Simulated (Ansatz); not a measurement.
Geometry optimisation, RKS PBE-D4/def2-SVPD (Ansatz).

Input file:

```yaml
crystal:
  periodic: [false, false, false]
  atoms:
    - { symbol: O, position_ang: [-1.6323, 0.4534, 1.0859] }
    - { symbol: Ge, position_ang: [-0.847, 0.0082, -0.4309] }
    - { symbol: "N", position_ang: [0.788, 0.8813, -0.5533] }
    - { symbol: Al, position_ang: [1.4584, -0.8671, -0.0983] }
    - { symbol: H, position_ang: [-1.4244, -0.2001, 1.7184] }
    - { symbol: H, position_ang: [-1.6196, 0.2992, -1.7451] }
    - { symbol: H, position_ang: [0.9575, 1.4552, 0.3306] }
    - { symbol: H, position_ang: [2.4115, -2.0873, -0.3631] }
basis:
  gaussian: { orbitals: def2-SVPD }
hamiltonian:
  xc: pbe
  dispersion: d4
relax:
  f_tol: 0.015
  max_steps: 40
```

Launched with:

```bash
$ ansatz run input.yaml --threads 2 --pin off --max-ram 3072MiB --backend cpu --events-out ev --progress --plain --runs-dir out
```

Task: Where does it end, and by what steps?

Result: The run converged. After 10 steps the energy has fallen by 1.401 eV; H7 moved furthest, 0.55 Å.

```csv
step,energy less start (eV),largest force component (eV/Å),accepted
0,0.0000,2.753,yes
1,-0.7352,1.599,yes
2,-1.0574,1.312,yes
3,-1.2665,0.879,yes
4,-1.3630,1.368,yes
5,-1.3904,0.171,yes
6,-1.3986,0.175,yes
7,-1.4001,0.082,yes
8,-1.4009,0.027,yes
9,-1.4010,0.018,yes
10,-1.4011,0.007,yes
```

```xyz
8
Properties=species:S:1:pos:R:3
O -1.949 0.238 0.994
Ge -0.833 -0.091 -0.416
N 0.922 0.695 -0.204
Al 1.368 -1.030 -0.332
H -1.605 -0.129 1.827
H -1.676 0.565 -1.547
H 1.217 1.671 -0.109
H 2.648 -1.975 -0.269
```

Whether the end is a true minimum wasn't checked by a vibrational analysis.

Time of the run: 61 s on 2 threads of Arm Neoverse N1, on a shared host, peak memory 0.18 GiB.
